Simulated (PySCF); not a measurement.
Input of a response calculation (the driver script's job line, then coordinates in Å):

```
{"job": {"kind": "uv", "xc": "B3LYP", "basis": "def2-SVPD", "ip": true}, "charge": 1, "multiplicity": 1}
C     -2.381914    -0.065584    -0.652033
N     -1.030837     0.148411    -0.142638
C     -0.652221     1.067683     0.718789
O      0.622168     0.973655     0.959509
C      1.117352    -0.058169     0.221751
C      2.586411    -0.358455     0.338808
F      2.854024    -0.715608     1.598581
F      3.271329     0.749026     0.040047
C      0.092661    -0.593596    -0.481904
H     -2.733351    -1.057818    -0.339723
H     -2.368950     0.002821    -1.747442
H     -3.045463     0.705493    -0.244107
H     -1.262856     1.831613     1.201232
H      2.867101    -1.173769    -0.349885
H      0.056393    -1.426137    -1.181537
```

Output:

```
coarse grid: 13472 points
cycle   1  E = -522.9563755845  dE =  1.963e+00  |g| = 7.928e-01  |ddm| = 6.629e+00
cycle   2  E = -522.7700889842  dE =  1.863e-01  |g| = 1.324e+00  |ddm| = 2.477e+00
cycle   3  E = -523.0724933653  dE = -3.024e-01  |g| = 1.534e-01  |ddm| = 1.474e+00
cycle   4  E = -523.0755019341  dE = -3.009e-03  |g| = 9.125e-02  |ddm| = 2.685e-01
cycle   5  E = -523.0772023883  dE = -1.700e-03  |g| = 1.950e-02  |ddm| = 1.221e-01
cycle   6  E = -523.0772780363  dE = -7.565e-05  |g| = 6.195e-03  |ddm| = 3.083e-02
cycle   7  E = -523.0772853581  dE = -7.322e-06  |g| = 1.623e-03  |ddm| = 7.501e-03
final grid: 133680 points
cycle   8  E = -523.1627645546  dE = -4.797e-05  |g| = 6.261e-03  |ddm| = 1.232e-01
cycle   9  E = -523.1627560347  dE =  8.520e-06  |g| = 9.398e-03  |ddm| = 1.903e-02
cycle  10  E = -523.1627722799  dE = -1.625e-05  |g| = 1.243e-03  |ddm| = 1.085e-02
cycle  11  E = -523.1627725913  dE = -3.113e-07  |g| = 3.568e-04  |ddm| = 1.832e-03
cycle  12  E = -523.1627726112  dE = -1.989e-08  |g| = 1.627e-04  |ddm| = 4.957e-04
cycle  13  E = -523.1627726169  dE = -5.723e-09  |g| = 3.565e-05  |ddm| = 2.382e-04
cycle  14  E = -523.1627726172  dE = -3.017e-10  |g| = 1.265e-05  |ddm| = 7.007e-05
converged SCF energy = -523.1627726172

Static polarisability (au): isotropic 64.745, principal 46.275 64.238 83.723

Singlet excitations
state   eV       nm        f      main configurations
  1   6.0712    204.2   0.13757   H->L 0.95
  2   6.5316    189.8   0.00014   H-1->L 0.97
  3   7.1681    173.0   0.04984   H->L+1 0.60, H-2->L 0.35
  4   7.5562    164.1   0.00049   H-1->L+1 0.97
  5   7.9151    156.6   0.01048   H-3->L 0.96
  6   8.0897    153.3   0.00550   H-4->L 0.89
  7   8.1574    152.0   0.49278   H-2->L 0.57, H->L+1 0.31
  8   8.3287    148.9   0.00769   H->L+2 0.92
  9   8.5157    145.6   0.00049   H-5->L 0.93
 10   8.6853    142.8   0.00054   H-6->L 0.80

Triplet excitations (Tamm-Dancoff, eV): 4.3112 5.1275 6.2785 6.3928
Vertical ionisation energy (delta-SCF) = 15.6165 eV
Vertical electron affinity (delta-SCF) = 4.5902 eV
```

Theory: TDDFT B3LYP/def2-SVPD, vertical, gas phase, core orbitals frozen in the response (PySCF 2.14.0, density-fitted response routines). Isolated species at its PBE0-D3(BJ)/def2-SVP geometry (one conformer only).

Question: What share of the summed oscillator strength falls to the strongest level in this window?

Answer: State 7 at 152 nm: 0.4928 of 0.7055, or 70%.

Question: How many basis functions and electrons does this run hold?

Answer: 237 basis functions for 68 electrons in 34 doubly occupied orbitals.

Question: Give the energy of state 8 in hartree, cm⁻¹ and kJ/mol.

Answer: 0.30607 hartree, 67175 cm⁻¹, 803.6 kJ/mol.

Question: Which orbital energies lie behind H and L?

Answer: HOMO -13.32 eV and LUMO -6.82 eV, a gap of 6.50 eV; state 1 differs from that by -0.42 eV.

Question: What is the polarisability anisotropy, √(½[(α1 − α2)² + (α2 − α3)² + (α3 − α1)²])?

Answer: 32.44 au.

Question: Write the structure that the coordinates describe.

Answer: `C[n+]1coc(C(F)F)c1` ([C5H6F2NO]+).

The SCF starts on a coarse grid; the energy jumps when the final grid takes over, and dE counts afresh there. H and L stand for HOMO and LUMO.

The values belong to the conformer `[CH3:1][n+:2]1[cH:3][o:4][c:5]([CH:6]([F:7])[F:8])[cH:9]1`: O4–C5–C6–F7 63°.
